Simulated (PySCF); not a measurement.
TeF4, SMILES F[Te](F)(F)F. Atoms are numbered in the order given.

```xyz
5

Te     0.0000     0.0000     0.3041
F      1.2494     1.2494    -0.4392
F      1.2494    -1.2494    -0.4392
F     -1.2494    -1.2494    -0.4392
F     -1.2494     1.2494    -0.4392
```

The structure is a stationary point at PBE0-D3(BJ)/def2-SVP. The geometry has at least one imaginary mode, so it is a saddle point at that level. The isomer is the one that the SMILES or the coordinates give; other isomers of the formula were not compared. The def2 effective core potentials stand for the cores of Te; spin–orbit coupling is left out.

Calculation: PBE/def2-TZVP (PySCF).

Atomic charges (e):

```json
[
 {"atom": "Te1", "Löwdin": "1.06", "Mulliken": "(withheld)"},
 {"atom": "F2", "Löwdin": "-0.26", "Mulliken": "(withheld)"},
 {"atom": "F3", "Löwdin": "-0.26", "Mulliken": "(withheld)"},
 {"atom": "F4", "Löwdin": "-0.26", "Mulliken": "(withheld)"},
 {"atom": "F5", "Löwdin": "-0.26", "Mulliken": "(withheld)"}
]
```

Q: What belongs in the gaps? (Estimate from the structure and the level; the computed values follow.)

A: 
- Te1, Mulliken: 1.33
- F2, Mulliken: -0.33
- F3, Mulliken: -0.33
- F4, Mulliken: -0.33
- F5, Mulliken: -0.33

Computed Mayer and Wiberg (Löwdin basis) orders of the bonds:
| bond | Mayer | Wiberg |
|---|---|---|
| Te1–F2 | 0.97 | 1.35 |
| Te1–F3 | 0.97 | 1.35 |
| Te1–F4 | 0.97 | 1.35 |
| Te1–F5 | 0.97 | 1.35 |
